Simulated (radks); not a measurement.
Values are calculated unless marked as measured or tabulated.
Problem. All-electron atom: Nb II in [Kr] 4d3 5s1 (not the ground configuration). Level of theory: scalar-relativistic Kohn-Sham, PBE, spin-unpolarised, spherical densities, point nucleus (a radial shooting solver on a logarithmic mesh with Libxc functionals). Some entries of the table are withheld. Estimate them.

| orbital | occ. | eigenvalue (hartree) | <r> (bohr) |
|---|---|---|---|
| 1s | 2 | -691.5519 | (1) |
| 2s | 2 | -97.03515 | 0.1580 |
| 2p | 6 | -86.67996 | 0.1377 |
| 3s | 2 | -16.48328 | 0.4432 |
| 3p | 6 | -13.09826 | 0.4458 |
| 3d | 10 | -7.56599 | 0.4330 |
| 4s | 2 | -2.49193 | (2) |
| 4p | 6 | -1.60983 | 1.294 |
| 4d | 3 | (3) | (4) |
| 5s | 1 | -0.38586 | (5) |

Solution. 
(1) 1s <r> (bohr): 0.03609
(2) 4s <r> (bohr): 1.155
(3) 4d eigenvalue (hartree): -0.41900
(4) 4d <r> (bohr): 1.944
(5) 5s <r> (bohr): 3.272
